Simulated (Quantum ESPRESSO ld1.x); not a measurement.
The numbers below are computed, except where a source is named.
All-electron atom: Eu24+ in [Kr] 4d3. Level of theory: scalar-relativistic Kohn-Sham, LDA (Slater exchange, Perdew-Zunger correlation), spin-polarised, spherical densities, point nucleus; open shells are filled with parallel spins first (ld1.x of Quantum ESPRESSO 7.5). Some entries of the table are withheld. Estimate them.

orbital  occ.  eigenvalue (hartree)  <1/r> (bohr^-1)  <r^2> (bohr^2)
1s up       1              -1803.38            70.18       0.0006801
1s down     1              -1803.38            70.18       0.0006801
2s up       1              -319.198            16.27         0.01069
2s down     1              -319.115            16.27         0.01068
2p up       3              -287.521            15.23        0.008589
2p down     3              -287.452            15.23        0.008587
3s up       1              -90.8880            5.997         0.07042
3s down     1              -90.8306            5.999         0.07035
3p up       3              -81.0295            5.653         0.07026
3p down     3              -80.9687            5.655         0.07017
3d up       5              -67.9726            5.372         0.05863
3d down     5              -67.8956            5.373         0.05857
4s up       1                   (1)            2.734          0.3109
4s down     1                   (2)            2.733          0.3112
4p up       3              -33.3482            2.573          0.3336
4p down     3              -33.1311            2.571          0.3341
4d up       3                   (3)            2.387          0.3512
4d down     0                   (4)            2.385          0.3521

Answer. 
(1) 4s up eigenvalue (hartree): -36.8793
(2) 4s down eigenvalue (hartree): -36.6597
(3) 4d up eigenvalue (hartree): -28.5062
(4) 4d down eigenvalue (hartree): -28.2914
